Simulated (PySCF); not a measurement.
**Question.** What does the PBE0-D3(BJ)/def2-SVP structure of `C/C=C\O[SiH2]O` look like in three dimensions?

**Answer.** 
```
atom  x, y, z in Å
C1    -2.3411   -0.2098   -0.3641
C2    -1.4988    0.6947    0.4702
C3    -0.1660    0.7674    0.4181
O4     0.5794    0.0128   -0.4305
Si5    2.2428   -0.1380   -0.4058
O6     2.7743   -1.1154    0.8192
H7    -2.9398   -0.8925    0.2621
H8    -3.0566    0.3628   -0.9778
H9    -1.7197   -0.8153   -1.0379
H10   -1.9931    1.3622    1.1823
H11    0.3925    1.4606    1.0609
H12    2.5680   -0.6923   -1.7452
H13    2.8587    1.1868   -0.1382
H14    2.5204   -2.0426    0.7879
```

Orientation and origin are arbitrary. Atoms count from 1 in this order. Of the pairs four or more bonds apart, O4···H9 is among the closest relative to their van der Waals radii: 2.52 Å, 93 % of the sum of Bondi's values. O6 (silanol oxygen) is bent (angle 117.4°). Si5 (oxygen-bound silicon) is distorted tetrahedral (angles from 103.8° to 113.9°). The C–C distances run from 1.336 Å (C2=C3, drawn double) to 1.491 Å (C1–C2, drawn single), a spread of 0.155 Å.

Bonds between heavy atoms (Å): C1–C2 1.491, C2=C3 1.336, C3–O4 1.358, O4–Si5 1.670, Si5–O6 1.655.

Level of theory: PBE0-D3(BJ)/def2-SVP geometry optimisation, gas phase in PySCF 2.14.0.

Point group: C1 (no symmetry element, even within 0.4 Å). No frequency check. One conformer, not necessarily the lowest (C2–C3–O4–Si5 -170°, C3–O4–Si5–O6 76°, O4–Si5–O6–H 64°).
